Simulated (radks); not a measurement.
The mean radii <r> (bohr) of the occupied orbitals of an atom or ion are listed with their occupations. Calculated with a radial shooting solver on a logarithmic mesh with Libxc functionals: scalar-relativistic Kohn-Sham, r2SCAN, spin-polarised, spherical densities, finite nucleus; meta-GGA in the generalised Kohn-Sham scheme; Fermi nuclear charge, rms radius of each element as measured or else 0.836 A^(1/3) + 0.57 fm.

| orbital | occ. | <r> |
|---|---|---|
| 1s down | 1 | 0.01632 |
| 1s up | 1 | 0.01632 |
| 2s up | 1 | 0.06875 |
| 2s down | 1 | 0.06875 |
| 2p up | 3 | 0.06235 |
| 2p down | 3 | 0.06235 |
| 3s up | 1 | 0.1774 |
| 3s down | 1 | 0.1774 |
| 3p up | 3 | 0.1792 |
| 3p down | 3 | 0.1791 |
| 3d up | 5 | 0.1625 |
| 3d down | 5 | 0.1625 |
| 4s up | 1 | 0.3915 |
| 4s down | 1 | 0.3916 |
| 4p up | 3 | 0.4172 |
| 4p down | 3 | 0.4172 |
| 4d up | 5 | 0.4396 |
| 4d down | 5 | 0.4395 |
| 5s up | 1 | 0.8786 |
| 5s down | 1 | 0.8774 |
| 4f up | 7 | 0.4675 |
| 4f down | 7 | 0.4672 |
| 5p up | 3 | 1.002 |
| 5p down | 3 | 1.001 |
| 5d up | 5 | 1.290 |
| 5d down | 4 | 1.292 |

Name the element and its charge. Open shells, if any, are filled with parallel spins first.

Answer. Z = 81, thallium, charge +4: Tl4+ in [Xe] 4f14 5d9. The 1s radius gives Z: for a bare nucleus <r> = (2 gamma + 1)/(2Z) with gamma = sqrt(1 - (Z/c)^2), 0.01613 bohr for Z = 81, and screening makes it slightly larger (0.01632 here). The occupations add up to 77, and the charge is Z minus that.
